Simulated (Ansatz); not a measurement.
Reaction (redistribution): `[BH2][GeH2][Cl]` + `C[O][SnH]([OH])[OH]` → `[BH2][GeH2][O]C` + `[OH][SnH]([OH])[Cl]`

Program: Ansatz. Geometries: PBE0-D4/def2-TZVP. ΔE: electronic, gas phase. CCSD(T)/CBS adds triple-zeta CCSD(T) − MP2 to the extrapolated MP2 energy (def2 sets, frozen cores). Functionals use def2-TZVPP. B3LYP here is the variant with VWN-RPA as its local correlation; programs differ in this. def2 core potentials past Kr. For Ge, Sn outer-core shells are correlated without core-valence functions, which leaves a few kJ/mol of doubt a bond. Scalar relativity is left out up to krypton. One conformer a species, not always the lowest.

`[BH2][GeH2][Cl]`:

```xyz
7

B    -1.109    0.011   -0.652
Ge    0.725    0.052    0.270
Cl    0.601   -0.738    2.286
H    -1.199    0.419   -1.771
H    -2.076   -0.409   -0.097
H     1.772   -0.814   -0.453
H     1.285    1.479    0.416
```

`C[O][SnH]([OH])[OH]`:

Z-matrix (Å, degrees):
```
C
O 1 1.410
H 1 1.093 2 108.0
H 1 1.098 2 112.3 3 118.8
H 1 1.097 2 112.3 3 -119.1
Sn 2 1.952 1 120.6 3 175.5
O 6 1.948 2 110.0 1 -42.0
O 6 1.958 2 107.7 1 69.1
H 6 1.690 2 108.0 1 -164.8
H 7 0.961 6 111.5 2 100.1
H 8 0.960 6 113.3 2 29.4
```

`[BH2][GeH2][O]C`:

Z-matrix (Å, degrees):
```
Ge
O 1 1.788
B 1 2.049 2 108.4
H 1 1.550 2 107.6 3 122.6
H 1 1.550 2 107.6 3 -122.6
C 2 1.404 1 117.9 3 179.9
H 3 1.192 1 121.2 2 0.2
H 3 1.194 1 119.7 2 -179.8
H 6 1.099 2 112.2 1 61.0
H 6 1.099 2 112.2 1 -60.7
H 6 1.093 2 108.3 1 -179.8
```

`[OH][SnH]([OH])[Cl]`:

Z-matrix (Å, degrees):
```
Sn
O 1 1.941
Cl 1 2.324 2 109.6
O 1 1.948 2 107.4 3 -113.1
H 1 1.688 2 108.3 3 122.6
H 2 0.961 1 113.2 3 71.2
H 4 0.961 1 112.3 2 119.9
```

Is it downhill or uphill in electronic energy at CCSD(T)/CBS, and by how much? (An estimate is asked.)

Ansatz gave: Downhill: ΔE = -0.19 eV.

What do these levels give: r2SCAN-D4, ωB97X-V, r2SCAN, B3LYP, HF/def2-QZVPP, MP2/CBS(def2)? (Best estimate.)

Ansatz gave: r2SCAN-D4 -0.22, ωB97X-V -0.20, r2SCAN -0.22, B3LYP -0.22, HF/def2-QZVPP -0.25, MP2/CBS(def2) -0.19 eV.

Largest T1 diagnostic among the species: 0.014.

In def2-TZVPP, CCSD(T) changes the Hartree–Fock value by +0.06 eV (the triples alone add +0.01 eV) and MP2 by +0.06 eV.
